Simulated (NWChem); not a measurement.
Molecule: CHF$_{2}$NOSi; SMILES N#CO[SiH](F)F

```xyz
7

N      0.2331    -2.9529    -0.1244
C     -0.1109    -1.8652     0.0861
O     -0.5193    -0.6755     0.3366
Si    -0.0067     0.7796    -0.3298
F      1.4239     1.1278     0.2843
F     -1.0744     1.8366     0.1982
H      0.0440     0.7095    -1.7923
```
Atoms are numbered in this order, from 1.

Computed with NWChem. Pople sets run with spherical d functions. All runs use the structure optimised with PBE0/def2-SVP. Level: PBE/6-31G* with SMD (1 M gas to 1 M solution), gas-phase geometry. Reactions with the solvent are ignored.

| solvent | dielectric constant | solvation free energy (kcal/mol) | cavity-dispersion-structure term (kcal/mol) | dipole in solution (D) |
|---|---|---|---|---|
| water | 78.4 | -0.2 | 6.1 | 4.20 |
| 1-octanol | 9.86 | … | … | … |
| cyclohexane | 2.02 | -0.7 | 2.1 | 3.77 |
| dimethyl sulfoxide | 46.8 | -2.3 | 3.5 | 4.18 |

Task: Fill in the missing entries.

Result: 
- 1-octanol, solvation free energy (kcal/mol): -1.6
- 1-octanol, cavity-dispersion-structure term (kcal/mol): 4.0
- 1-octanol, dipole in solution (D): 4.11
